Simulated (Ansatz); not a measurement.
Diatomic GeO+, multiplicity 2 (lowest of 2S+1 = 2, 4 at CCSD(T)/def2-TZVPP on PBE0 minima; our sources give no spin for the ground state, which may be another). No spin–orbit coupling. Ge is treated without relativity.

Constants: fifth-degree fit in 1/R to seven points, most abundant isotopes. In def2 and cc sets the state is the lowest found near the PBE0 minimum, followed along R.

Correlated levels freeze the inner cores; with def2 sets outer-core shells near the valence are correlated too. CBS: X⁻³ extrapolation of the correlation energy, Hartree–Fock from the larger set.

Codes used: Ansatz (a program for electronic structure) with Gaussian orbitals. Values without a source in brackets are computed.

### Question
What bond length and harmonic frequency does r2SCAN/def2-TZVPP give?

### Answer
r_e = 1.775 Å, ω_e = 744 cm⁻¹.

### Question
What bond length and harmonic frequency does CCSD(T)/def2-QZVPP give?

### Answer
r_e = 1.765 Å, ω_e = 752 cm⁻¹.

### Question
What bond length and harmonic frequency does CCSD(T)/CBS(def2-TZVPP, def2-QZVPP) give?

### Answer
r_e = 1.762 Å, ω_e = 757 cm⁻¹.
